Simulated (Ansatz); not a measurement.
A run for Ansatz (a first-principles code): R-CCSD(T)/cc-pV(D+d)Z on BH3OS (SMILES OBS), a point of a torsion scan. Files ending in .json are basis or fitting sets from the Basis Set Exchange.

Ansatz 0.2 input:
```yaml
crystal:
  periodic: [false, false, false]
  atoms:
    - {symbol: O, position_ang: [-1.15383730, -0.65943592, 0.05778859]}
    - {symbol: B, position_ang: [-0.13374584, 0.19087787, 0.12515881]}
    - {symbol: S, position_ang: [1.44755474, -0.47809564, 0.69319982]}
    - {symbol: H, position_ang: [-2.01309683, -0.34038652, -0.21431754]}
    - {symbol: H, position_ang: [-0.18347303, 1.31359524, -0.22920473]}
    - {symbol: H, position_ang: [2.22291040, 0.35790595, 0.01450442]}
basis:
  gaussian:
    orbitals: cc-pV_D+d_Z.json
magnetization: {spin_polarized: false}
correlation: {method: ccsd_t, electrons: outside_noble_gas}
scf: {lower_state_search: off}
```

The head of its log:

```
WARN ansatz: RAYON_NUM_THREADS=1 ignored (pool sized by the plan → 1); use --threads N
Functional definition: HF
these checks for a lower state are left out or cut short: stability, starts, cluster_reference, orbital_swaps, neighbouring_geometries, increment
integrals: 0.04 GiB planned
620 factors; integrals over basis functions are off by at most 9.9e-4 eV
mean field: 0.11 GiB planned
mean field evaluation 1: about -13573.8717 eV, gradient 3.0e1 eV
mean field evaluation 2: about -13573.8746 eV, gradient 3.0e1 eV
mean field evaluation 4: about -13575.9903 eV, gradient 2.8e0 eV
mean field evaluation 8: about -13576.0242 eV, gradient 1.9e-4 eV
mean field -13576.02421955 eV, -498.9096879086 hartree, gradient 2.7e-6 eV, S^2 0.000000; 0 other end points of the search recorded, 0 dependent functions left out
7 core orbitals not correlated
reference -13576.02421955 eV, -498.9096879086 hartree; 9, 9 occupied and 50, 50 virtual orbitals, 620 factors
```

Problem. Give the final energy of this run.

Solution. -499.3612 hartree (reference determinant -498.9097, T1 diagnostic 0.014).
